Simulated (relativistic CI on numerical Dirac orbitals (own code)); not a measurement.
The spin-orbit constant of Zn⁴⁺ from its measured fine structure

Problem. The ground term ³F of Zn⁴⁺ (3s²3p⁶3d⁸) has the measured levels J = 2: 4036.0, J = 3: 2466.0, J = 4: 0.0 cm⁻¹ (Sugar and Musgrove, J. Phys. Chem. Ref. Data 24, 1803 (1995)). Test the interval rule and estimate ζ(3d).

Working.
1. In LS coupling E(J) − E(J − 1) = AJ. The intervals give A = -523.3 (J = 3), -616.5 (J = 4) cm⁻¹.
2. These values spread by 16 % of their mean, from second-order spin-orbit mixing with other terms and from spin-spin terms.
3. The whole width divided by the sum of the upper J values gives a mean A = -576.6 cm⁻¹.
4. For the Hund term of a shell that is more than half full, A = −ζ/2S with 2S = 2, so ζ = 1153 cm⁻¹.

Check. The value calculated from Dirac-Coulomb-Breit radial functions of this configuration is ζ = 1174 cm⁻¹, 2 % above the estimate from measurement. The same recipe applied to the calculated levels returns 1119 cm⁻¹, which shows the bias of the recipe itself. Where the interval rule fails, the estimate is only rough.
